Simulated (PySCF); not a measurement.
**HgI2: one-bond stretch**

These are results of PySCF, PBE, basis Hg def2-SVP with ECP60, I def2-SVP with ECP28 (scalar-relativistic core potentials, no spin–orbit coupling, density fitting), not measurements.

Rigid scan from the singlet minimum (Hg–I 2.635 Å (×2); I–Hg–I 180.0°). Coordinate: the bond from Hg to the last atom (I) scaled, the rest fixed. Energies in kJ/mol from the minimum.

| scale of one bond | E (kJ/mol) | dipole size (D) |
| --- | --- | --- |
| 0.92 | 28.1 | 0.75 |
| 0.96 | 6.0 | 0.38 |
| 1.00 | 0.0 | 0.00 |
| 1.05 | 6.7 | 0.47 |
| 1.12 | 30.5 | 1.10 |
| 1.20 | 65.8 | 1.75 |
| 1.35 | 131.2 | 2.70 |
| 1.55 | 197.1 | – |
| 1.80 | 245.6 | – |
| 2.20 | 277.2 | – |

At long bonds a restricted determinant can lie too high, and another spin state can fall below this curve.

Spin–orbit coupling, left out here, can matter for elements this heavy.

Other isomers or separated fragments may lie lower.
